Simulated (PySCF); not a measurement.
Compound: C₈H₉BO₃.
SMILES with atom numbers: `[CH3:1][C:2](=[O:3])[c:4]1[cH:5][cH:6][c:7]([B:8]([OH:9])[OH:10])[cH:11][cH:12]1` (hydrogens: H13, H14, H15 on C1; H16 on C5; H17 on C6; H18 on O9; H19 on O10; H20 on C11; H21 on C12)

Computed, not measured: PySCF, PBE0-D3(BJ)/def2-SVP geometry optimisation, gas phase.

Some entries are withheld. Bonds in one row agree within 0.01 Å.

```tsv
coordinate	value
C1–C2	?
C2=O3	?
C2–C4	1.498 Å
C4–C5, C4–C12	1.400 Å
C5–C6, C11–C12	1.390 Å
C6–C7, C7–C11	1.403 Å
C7–B8	1.572 Å
B8–O9, B8–O10	?
C1–H13, C1–H14, C1–H15	1.099 Å
C5–H16, C12–H21	1.092 Å
C6–H17, C11–H20	1.094 Å
O9–H18, O10–H19	0.962 Å
C1–C2–O3	121.2°
C1–C2–C4	?
O3–C2–C4	120.4°
C2–C4–C5	123.0°
C2–C4–C12	117.8°
C5–C4–C12	119.1°
C4–C5–C6	120.3°
C5–C6–C7	121.2°
C6–C7–B8	119.8°
C6–C7–C11	117.9°
B8–C7–C11	122.4°
C7–B8–O9	?
C7–B8–O10	?
O9–B8–O10	?
```

Question: Fill in the missing values.

Answer: 
- C1–C2 = 1.508 Å, drawn single (methyl carbon next to a carbonyl to ketone carbonyl carbon); 0.02 Å above the sum of covalent radii, 1.49 Å.
- C2=O3 = 1.212 Å, drawn double (ketone carbonyl carbon to ketone oxygen); 0.18 Å below the sum of covalent radii, 1.39 Å.
- B8–O9, B8–O10 = 1.360 Å, drawn single (three-coordinate boron to boron-bound oxygen); 0.14 Å below the sum of covalent radii, 1.50 Å.
- C1–C2–C4 = 118.4°, at the ketone carbonyl carbon; the outer atoms are 2.583 Å apart.
- C7–B8–O9 = 123.3°, at the three-coordinate boron; the outer atoms are 2.586 Å apart.
- C7–B8–O10 = 118.2°, at the three-coordinate boron; the outer atoms are 2.517 Å apart.
- O9–B8–O10 = 118.5°, at the three-coordinate boron; the outer atoms are 2.338 Å apart.

Radii are Cordero's, carbon taken as 0.76, 0.73 or 0.69 Å for four, three, and two or fewer neighbours.

No PBE0-D3(BJ)/def2-SVP frequencies stand behind this structure, so it isn't proved a minimum. One conformer, not necessarily the lowest (C1–C2–C4–C5 -2°, C7–B8–O9–H -3°, C7–B8–O10–H 179°).
